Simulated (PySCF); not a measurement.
## Frontier orbitals and the lowest excitations

NbSCl3 (singlet state).
Z-matrix (Å and degrees, PBE0-D3(BJ)/def2-SVP geometry), rows numbered from 1:
```
Nb
S   1  2.1177
Cl  1  2.2678  2  107.79
Cl  1  2.2729  2  108.03  3  -119.67
Cl  1  2.2728  2  108.26  3   119.36
```

Theory: PySCF, TDDFT wB97X-D/def2-SVPD, vertical, gas phase, core orbitals frozen in the response, def2 core potentials past Kr. Spin–orbit coupling is left out.

Frontier orbitals with the atoms that hold most of them (Löwdin shares over 4%, at most four atoms):

| orbital | ε (eV) | atoms |
| --- | --- | --- |
| LUMO+2 | -0.85 | Nb1 56%, S2 22%, Cl4 10%, Cl5 7% |
| LUMO+1 | -1.89 | Nb1 65%, Cl5 10%, S2 10%, Cl4 9% |
| LUMO | -1.89 | Nb1 65%, Cl3 11%, S2 10%, Cl4 8% |
| HOMO | -10.42 | S2 58%, Cl4 18%, Nb1 14%, Cl5 6% |
| HOMO-1 | -10.43 | S2 58%, Cl3 15%, Nb1 14%, Cl5 12% |
| HOMO-2 | -11.50 | S2 61%, Nb1 19%, Cl5 7%, Cl4 7% |
| HOMO-3 | -11.78 | Cl5 33%, Cl4 33%, Cl3 33% |

Within 0.005 eV of a neighbour in this list lie HOMO-1/HOMO (point group found: C3v); within a degenerate set the shares of single atoms can hang on how the components are chosen.

**Question.** The HOMO–LUMO gap is 8.53 eV. Where does the response calculation put the lowest singlet, and from which orbitals?

**Answer.** S1 is at 3.43 eV (f = 0.0000), 5.11 eV below the gap, made of HOMO-1/HOMO→LUMO/LUMO+1 (≥80%). Without the coupling terms of the response equations the lowest excitation would equal the gap.

For S1 the Löwdin share of niobium is 14% in HOMO and 65% in LUMO+1 (ligand-to-metal charge transfer by this measure).

Next come S2 at 3.67 eV (f 0.0040), HOMO-1/HOMO→LUMO/LUMO+1 (≥86%); S3 at 3.67 eV (f 0.0042), HOMO-1/HOMO→LUMO/LUMO+1 (≥87%); S4 at 3.94 eV (f 0.014), HOMO-1/HOMO→LUMO/LUMO+1 (≥71%); S5 at 4.46 eV (f 0.0000), HOMO-1/HOMO→LUMO+2 (≥49%), HOMO-1/HOMO→LUMO+3 (≥41%).

Orbitals of the list HOMO-3 to LUMO+2 that lie within 0.01 eV of each other are written together with a slash and their weights summed (≥ marks a lower bound); for degenerate orbitals outside that list single weights are arbitrary.

Löwdin shares depend on the basis, the more so with diffuse functions.

On one thread, Arm Neoverse V2, no GPU (shared host), this took 17 s.
